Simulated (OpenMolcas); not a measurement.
# Cr2+: ligand-field states by method

Cr2+ with its 6 nearest fluoride ions at 2.182 Å, on the Na site of NaF (a = 4.634 Å, distance in the model lattice 2.317 Å). The rest of the host is ab initio model potentials to 7.6 Å, with orthogonalisation functions on the cations behind the ligands, and point charges beyond; the distance is set by hand and nothing relaxes, and no local charge compensation is placed. Ligand basis ANO-RCC-VDZP.
```
Cr    0.0000    0.0000    0.0000
F     2.1820    0.0000    0.0000
F     0.0000    2.1820    0.0000
F    -2.1820    0.0000    0.0000
F     0.0000   -2.1820    0.0000
F     0.0000    0.0000    2.1820
F     0.0000    0.0000   -2.1820
```

| Property | Result |
| --- | --- |
| Program | OpenMolcas |
| Basis | ANO-RCC-VDZP [5s4p2d1f] |
| Scalar Hamiltonian | DKH2, point nucleus |
| Active space | 4 electrons in 5 orbitals (3d) |
| State averaging | 2S+1 = 5 even, 5 roots; 2S+1 = 3 even, 45 roots; 2S+1 = 1 even, 50 roots |
| Spin-orbit coupling | RASSI with atomic mean-field integrals over the reference wave functions |

I. CASSCF
II. SS-CASPT2, IPEA 0.25 Eh, imaginary shift 0.1 Eh (closed shells correlated: 3s 3p and the ligand valence shells)

Spin-free states (labels of O, the rotations of Oh) in cm-1, each column counted from its own energy of the first state listed:

```tsv
State	Degeneracy	I	II
5E	2	0	0
5T2	3	7855	9010
3T1	3	13770	11350
3E	2	19709	17480
3T1	3	20511	17040
3T2	3	21184	17890
3A2	1	22974	19140
1T2	3	23534	19270
3A1	1	23769	19880
1E	2	24368	20610
3E	2	26964	23000
3T1	3	27291	25720
1A1	1	28428	22360
3T2	3	28509	26810
1A2	1	29400	25950
1T2	3	29620	25430
3T1	3	29746	27890
1T1	3	31075	26370
3T2	3	34162	31770
3E	2	34957	30510
```

From I to II, I's first state of the same spin (5T2) moves from 7855 to 9010 cm-1, by about +1200 cm-1.

From I to II, I's first state of another spin (3T1) moves from 13770 to 11350 cm-1, by about -2400 cm-1.

I: A least-squares ligand-field fit to the states below 45000 cm-1, each weighted by its degeneracy and with a free common offset, gives 10Dq = 8196 cm-1, B = 1015 cm-1 and C = 3723 cm-1 (C/B = 3.67), with an rms deviation of 144 cm-1. The same method and metal basis give the free ion B = 1014 cm-1 (fit to its terms below 60000 cm-1, rms deviation 81 cm-1), so the nephelauxetic ratio is β = 1015 / 1014 = 1.00; it hangs on how both fits weigh the states, and computed free-ion B values tend to be too large, so β mixes covalency with correlation.

χT at 300 K: I 2.95, II 2.96 cm3 K/mol.

Roots that are degenerate in the reference are averaged as groups; the widest CASPT2 spread within a group is 160 cm-1 (the 2-fold group of multiplicity 1 near 29100 cm-1 above the lowest state of its run, II). Shifts and gaps below about the spread of the groups concerned are not significant. Over all roots computed the reference weight is 0.73 to 0.74 in II; a low but even weight reflects the number of correlated electrons. An orbital doublet at a regular site is open to a Jahn-Teller distortion, which this geometry leaves out. Ligand-to-metal charge-transfer states are missing. With no ligand orbital active B as a rule stays too high, so bands that hang on it stand too high and its fall with covalency is understated. Without dynamic correlation the repulsion within the d shell is too large (B by tens of per cent), so at a given field states of lower spin stand too high (holds for I). With metal d orbitals alone and no dynamic correlation 10Dq can be off by a tenth to a fifth, either way, in oxide and fluoride hosts (holds for I). These CASPT2 states fit no ligand-field parameters well, so their order and spin gaps are uncertain (holds for II). With one d shell and no ligand orbital active, 10Dq can be off by tens of per cent for divalent 3d ions, low with halides held by bare charges and at times high in hosts (holds for II). Free-ion shares, where given, are those of the reference states; single-state CASPT2 does not remix them (holds for II). No measured value stands beside these numbers; the geometry was set by hand and not optimised.
